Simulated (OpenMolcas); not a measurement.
## Levels of Ni⁷⁺ by method

```json
{"Program": "OpenMolcas 26.06", "Basis": "ANO-RCC-VTZP [6s5p3d2f1g]", "Scalar Hamiltonian": "DKH2, point nucleus", "Active space": "3 electrons in 10 orbitals (3d 4d)", "State averaging": "2S+1 = 4 even, 10 roots; 2S+1 = 2 even, 40 roots", "Spin-orbit coupling": "state interaction with AMFI integrals over the reference wave functions, term energies averaged over their components"}
```

Methods on the same reference wave functions:
A. CASSCF
B. XMS-CASPT2, IPEA 0.25 Eh, imaginary shift 0.1 Eh (closed shells correlated: 3s 3p)

Energies in cm⁻¹ above 3d³ ⁴F_3/2, the measured ground level; measured values from Corliss and Sugar, J. Phys. Chem. Ref. Data 10, 197 (1981).

| Level | A | B | Measured |
| --- | --- | --- | --- |
| 3d³ ⁴F_3/2 | 0.0 | 0.0 | 0.0 |
| 3d³ ⁴F_5/2 | 982 | 990 | 1012 |
| 3d³ ⁴F_7/2 | 2286 | 2300 | 2184 |
| 3d³ ⁴F_9/2 | 3856 | 3860 | 3721 |
| 3d³ ⁴P_1/2 | 27921 | 24260 | 23261 |
| 3d³ ⁴P_3/2 | 28187 | 24530 | 23710 |
| 3d³ ²G_7/2 | 28871 | 27270 |  |
| 3d³ ⁴P_5/2 | 29517 | 25850 | 24669 |
| 3d³ ²G_9/2 | 30070 | 28510 |  |
| 3d³ ²P_3/2 [54 %] | 37898 | 34200 |  |
| 3d³ ²P_1/2 | 38079 | 34700 |  |
| 3d³ ²H_9/2 | 38264 | 37490 |  |
| 3d³ ²H_11/2 | 39091 | 38360 |  |
| 3d³ ²D_3/2(1) [57 %] | 42374 | 38490 |  |
| 3d³ ²D_5/2(1) | 42464 | 38230 |  |
| 3d³ ²F_7/2 | 64892 | 59850 |  |
| 3d³ ²F_5/2 | 65420 | 60360 |  |
| 3d³ ²D_5/2(2) | 100374 | 92580 |  |
| 3d³ ²D_3/2(2) | 100957 | 93130 |  |

Deviations, from unrounded energies. A percentage is the sum of absolute deviations over the sum of measured energies, with the sign that they share, or ± where signs differ.

```
                        Against measurement  Levels      A     B
             mean absolute deviation (cm-1)       6   2400   550
      fine structure of the ground term (%)       3   ±3.9  ±4.0
other terms of the ground configuration (%)       3  +19.5  +4.2
```

B lies closest to measurement on these levels. The largest miss of B in the table is 3d³ ⁴P_5/2, by +1200 cm-1. The ranking rests on the paired levels alone, and a cruder setting can come out closer through cancelling errors.

From A to B the spin-free energies of the other terms of 3d³ shown, above ⁴F, scale by factors of 0.86 to 0.98.

The lowest spin-free term lies below A's lowest term by 0.317 hartree in B.

CASPT2 breaks the degeneracy within a term, and the mean is taken; among the terms shown or strongly mixed into the levels shown the widest spread is 620 cm-1 (3d³ ²H, B). Active for correlation alone: 4d; no level in the range computed is led by a configuration that fills it, so any true level of that kind is missing. Without dynamic correlation excited terms often stand tens of per cent too high (terms of higher spin than the ground term too low), and those without a measured partner can miss by more than the paired ones (holds for A). The CASPT2 spread within a term exceeds the gap to the next term for 3d³ ²D(1) and 3d³ ²H, so the order of their levels is uncertain (holds for B). Computed and measured levels are paired by configuration, term and J; levels that our copy of the source lacks, or whose pairing is in doubt (as where it misses far off the trend of its configuration), stay unpaired and out of the deviations. Levels of configurations outside the active space are missing.

A share in square brackets marks a mixed level and gives the weight of the term that names it, the lowest over the columns. A number in round brackets counts repeated terms of one configuration in the order of the reference energies.
